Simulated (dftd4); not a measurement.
C6H13O3 (SMILES COCC(C)[OH+]C(C)=O), charge +1, singlet, at the geometry of the source list; D4 for tpss (dftd4 4.2.0).

dftd4 was given this input:
```
$ dftd4 mol.xyz --func tpss --charge 1 --json dftd4.json --noedisp --property

# file mol.xyz
22

C      2.40690000     1.33370000     1.05080000
O      1.19780000     0.58550000     0.98110000
C      1.33700000    -0.75400000     0.51400000
C     -0.06790000    -1.15710000     0.02240000
C     -0.05030000    -2.12410000    -1.14200000
O     -0.66950000     0.11830000    -0.39400000
C     -2.09660000     0.37730000     0.03090000
C     -2.53620000     1.65240000    -0.54400000
O     -2.61930000    -0.43700000     0.68710000
H      3.09200000     0.87400000     1.76350000
H      2.88530000     1.39930000     0.07080000
H      2.13220000     2.32560000     1.40180000
H      1.68090000    -1.41150000     1.31580000
H      2.05730000    -0.79110000    -0.31310000
H     -0.67290000    -1.54980000     0.84740000
H     -1.06160000    -2.38910000    -1.43560000
H      0.46380000    -1.69120000    -1.99650000
H      0.46680000    -3.03130000    -0.84560000
H      0.03670000     0.75800000     0.10600000
H     -2.75150000     1.51240000    -1.60350000
H     -3.45320000     1.97160000    -0.05260000
H     -1.77770000     2.42810000    -0.46460000
```

What the program printed (banner, timings and long lists left out):

```
                    ____  _____ _____     ____  _  _
      -------------|  _ \|  ___|_   _|---|  _ \| || |------------
     |             | | | | |_    | | ___ | | | | || |_           |
     |             | |_| |  _|   | ||___|| |_| |__   _|          |
     |             |____/|_|     |_|     |____/   |_|            |
     |             ===================================           |
     |            E. Caldeweyher, S. Ehlert & S. Grimme          |
     |          Mulliken Center for Theoretical Chemistry        |
     |                    University of Bonn                     |
      -----------------------------------------------------------

Rational (Becke-Johnson) damping: tpss-D4-ATM
---------------------
  s6         1.0000
  s8         1.7660
  s9         1.0000
  a1         0.4282
  a2         4.5426
 alp        16.0000
--------------------

Atomic data, radii in Ångström:
------------------------------------------------------
   Z          R(cov)      r4/r2   hardness         EN
------------------------------------------------------
   6 C        1.0000     1.6431     0.4220     2.5500
   8 O        0.8400     1.3725     0.5869     3.4400
   1 H        0.4267     1.0622     0.4726     2.2000
------------------------------------------------------

Atomic reference systems (in atomic units):
----------------------------------------------------------------------------
   Z        #      CN     q+Z       C6(AA)   #      CN     q+Z       C6(AA)
----------------------------------------------------------------------------
   6 C      1  0.0000  6.0000      49.3833   2  0.9189  5.8288      52.1688
            3  1.9079  5.8579      35.6972   4  2.8312  5.7775      35.8445
            5  3.7487  5.7435      28.6317   6  2.9183  5.8956      32.2504
            7  0.8556  6.2103      25.6194
   8 O      1  0.0000  8.0000      15.5711   2  0.8042  7.6453      20.8489
            3  1.6112  7.4012      24.8631   4  0.9798  8.0000      14.9880
   1 H      1  0.0000  1.0000       7.6362   2  0.8942  1.0000       3.0374
----------------------------------------------------------------------------

Atomic properties (in atomic units):
----------------------------------------------------------------------------
     #    Z              CN          q      C6(AA)        C8(AA)   alpha(0)
----------------------------------------------------------------------------
     1    6 C        3.6374    -0.0590     24.5654      710.4750     7.2065
     2    8 O        1.7380    -0.3496     19.7118      397.7952     6.0075
     3    6 C        3.6874    -0.0213     23.6312      683.4555     7.0380
     4    6 C        3.7179     0.0209     22.7455      657.8398     6.8926
     5    6 C        3.7526    -0.1655     26.5884      768.9827     7.4412
     6    8 O        2.4386    -0.3200     19.1484      386.4256     5.9230
     7    6 C        2.6668     0.2336     24.4274      706.4824     8.0610
     8    6 C        3.7533    -0.1291     25.7655      745.1825     7.3250
     9    8 O        0.8559    -0.3185     20.0515      404.6501     6.0085
    10    1 H        0.9245     0.1547      1.3606       16.4475     1.8241
    11    1 H        0.9242     0.1426      1.4431       17.4443     1.8786
    12    1 H        0.9248     0.1625      1.3106       15.8424     1.7902
    13    1 H        0.9242     0.1474      1.4094       17.0370     1.8565
    14    1 H        0.9236     0.1321      1.5193       18.3661     1.9276
    15    1 H        0.9238     0.1758      1.2299       14.8669     1.7343
    16    1 H        0.9250     0.1641      1.3006       15.7218     1.7834
    17    1 H        0.9249     0.1496      1.3944       16.8557     1.8466
    18    1 H        0.9250     0.1433      1.4380       17.3830     1.8753
    19    1 H        0.8046     0.2702      0.8180        9.8878     1.4206
    20    1 H        0.9245     0.1548      1.3596       16.4349     1.8234
    21    1 H        0.9247     0.1671      1.2817       15.4933     1.7704
    22    1 H        0.9248     0.1443      1.4306       17.2936     1.8704
----------------------------------------------------------------------------

Molecular properties (in atomic units):
----------------------------------------
 molecular C6                3349.2614
 molecular C8               73545.4219
----------------------------------------

Dispersion energy:      -2.1500854971717E-02 Eh

[Info] JSON dump of results written to 'dftd4.json'
```
